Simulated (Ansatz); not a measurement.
The same path of H3O2Sn (6 atoms, charge 0, multiplicity 2) was run 3 times with different band settings. Lost on the way: Sn2–H5. Made: O1–H5.

These are results of UKS PBE0-D4/def2-SVP (Ansatz 0.2.0), not measurements.

Relaxed end points:

```xyz
6
Properties=species:S:1:pos:R:3
O -1.293 -0.680 -0.233
Sn 0.408 0.294 -0.640
O 1.411 -0.018 1.047
H -1.863 -0.794 -1.002
H 0.147 2.030 -0.629
H 1.233 -0.895 1.410
```

```xyz
6
Properties=species:S:1:pos:R:3
O -1.139 -0.340 -0.477
Sn 1.163 -0.339 -1.211
O 0.948 0.380 0.742
H -1.639 0.408 -0.828
H -0.654 0.012 0.326
H 1.364 -0.185 1.403
```

Common settings: optimiser quadratic models (default); start path through a guess of the saddle point; force threshold 0.05 eV/Å; iteration limit 60; end points relaxed.

| run | movable images | climbing image | spring |
| --- | --- | --- | --- |
| 1 | 9 | yes | 5.0 eV/Å² |
| 2 | 9 | yes | 0.5 eV/Å² |
| 3 | 8 | no | 5.0 eV/Å² |

**Question.** What does each run give, and how far can it be trusted?

**Answer.** Run 1: converged after 16 iterations, highest image 1.009 eV above the first end. A vibrational analysis at the climbing image gives one clearly imaginary mode, 618i cm⁻¹: a first-order saddle point.
Run 2: converged after 14 iterations, highest image 0.911 eV above the first end. The order of the stationary point at the top wasn't checked.
Run 3: converged after 11 iterations, highest image 1.008 eV above the first end. Neighbouring images differ by up to 1.2 eV, so the band resolves the path poorly. No image climbed, so the highest image needn't sit at the top of the path.
